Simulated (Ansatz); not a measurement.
System: CdBr2, charge -1, multiplicity 2. The spin state was set by rule; other spins were not relaxed. 
Structure (B3LYP-D3(BJ)/def2-TZVP (Ansatz, a program for electronic structure) minimum search):
```xyz
3

Cd     0.7593     0.0569    -0.0785
Br    -0.8099     1.8083    -1.4051
Br    -0.2314    -1.8863     1.5128
```
Charge -1, spin multiplicity 2.

Total electronic energies in hartree. Valence correlation only, unless marked. UHF or UKS for open shells. Spin-orbit coupling is left out. The frozen core is the preceding noble-gas configuration, with the filled d and f shells of earlier blocks. In def2 rows, elements after Kr have scalar-relativistic effective core potentials. STO-3G rows are all-electron and non-relativistic. Basis-set limits of correlation are two-point, X^-3; Hartree-Fock from the larger set. The bracket is a focal-point correction in the basis named.

| level | program | energy (Eh) |
|---|---|---|
| HF/def2-SVP | Ansatz | -5311.19795 |
| HF/def2-SVPD | Ansatz | -5311.21647 |
| HF/def2-TZVPP | Ansatz | -5311.87278 |
| RI-HF/def2-TZVPP | Ansatz | -5311.87271 |
| RI-HF/def2-QZVPP | Ansatz | -5311.97503 |
| RI-HF/def2-QZVPPD | Ansatz | -5311.97587 |
| SVWN5/def2-TZVPD | Ansatz | -5308.87507 |
| revPBE-D3(BJ)/def2-TZVPD | Ansatz + dftd3 | -5315.86234 |
| revPBE/def2-TZVPD | Ansatz | -5315.85622 |
| B3LYP-D4/def2-TZVPD | Ansatz + dftd4 | -5316.37345 |
| PBE0-D4/def2-TZVP | Ansatz + dftd4 | -5315.64814 |
| PBE0/def2-TZVP | Ansatz | -5315.64532 |
| BHLYP-D3(BJ)/def2-TZVPD | Ansatz + dftd3 | -5316.15226 |
| LC-wPBE-D4/def2-TZVPD | Ansatz + dftd4 | -5315.55835 |
| wB97X-V/def2-TZVPD | Ansatz | -5315.74493 |
| B2PLYP-D4/def2-TZVPD | Ansatz + dftd4 | -5315.22173 |
| MP2/STO-3G | Ansatz | -10500.94080 |
| MP2/def2-SVPD | Ansatz | -5311.74655 |
| RI-MP2/def2-QZVPP | Ansatz | -5312.80921 |
| SCS-MP2/STO-3G | Ansatz | -10500.94208 |
| CCSD(T)/def2-SVP | Ansatz | -5311.72740 |
| CCSD(T)/def2-TZVPP | Ansatz | -5312.65465 |
| RI-MP2/CBS(def2-TZVPPD,def2-QZVPPD)+[CCSD(T)-MP2]/def2-SVPD | Ansatz | -5312.8933 |

Totals of different functionals don't rank their quality; only differences between species are comparable.
